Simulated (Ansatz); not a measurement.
```xyz
12

C    -1.021    2.117    1.472
N    -0.594    1.709    0.349
C    -0.176    0.408    0.206
F    -0.252   -0.372    1.307
C     0.288   -0.115   -0.926
Si    0.849   -1.879   -1.096
H    -1.084    1.488    2.362
H    -1.344    3.152    1.552
H     0.318    0.574   -1.763
H    -0.263   -2.821   -0.804
H     1.971   -2.172   -0.167
H     1.308   -2.091   -2.492
```

Charge 0, multiplicity 1.

(1) List the PBE/def2-TZVPP orbital energies in eV (Ansatz). (Estimate.)

## Answers

(1) Ansatz gave: Occupied: -1779.54, -660.71, -381.20, -272.08, -270.48, -269.07, -137.31, -94.04, -94.03, -94.02, -31.06, -23.84, -19.44, -16.46, -14.58, -13.52, -13.09, -11.81, -11.77, -11.02, -9.59, -9.22, -8.55, -8.53, -8.28, -6.70, -6.44. Lowest empty: -2.86, -0.18, 0.10, 0.50, 0.91, 1.41, 1.56, 1.86.
